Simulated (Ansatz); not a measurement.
Gas-phase reaction in SMILES: NB(N)O -> NB(N)[O-] + H+
Geometries: B3LYP-D3(BJ)/def2-TZVP minima from Ansatz (a quantum-chemistry and plane-wave program), one conformer each, not searched for the lowest.
Geometry of the first species:
```xyz
9

N      1.2674    -0.5594     0.3003
B      0.0087     0.0178    -0.0050
N     -1.2056    -0.7175     0.1240
O      0.0251     1.3366    -0.4359
H      2.1166    -0.0324     0.2058
H      1.3968    -1.5005     0.6208
H     -2.1110    -0.3378    -0.0839
H     -1.2384    -1.6718     0.4339
H     -0.8407     1.6984    -0.6344
```

Property: gas-phase deprotonation energy (electronic energy difference), in kJ/mol. Cores are frozen in the correlated levels unless marked. No spin-orbit coupling. Non-relativistic. Anions need diffuse functions: aug- sets have them; def2-D sets add few; the other sets have none. Basis-set limits of correlation are two-point, X^-3; Hartree-Fock from the larger set.

CCSD(T)/CBS(aug-cc-pVTZ,aug-cc-pVQZ) (Ansatz) gives 1579.8 kJ/mol.

Question: Another calculation gave 1594.8 kJ/mol. Which level was it?
A) BLYP/def2-TZVPD (Ansatz)
B) B2GP-PLYP/def2-TZVPD (Ansatz)
C) SVWN5/def2-TZVPD (Ansatz)
D) LC-wPBE/def2-TZVPD (Ansatz)

Answer: D, LC-wPBE/def2-TZVPD (Ansatz). The others give 1557.5 (BLYP), 1574.7 (B2GP-PLYP), 1546.6 (SVWN5) kJ/mol.
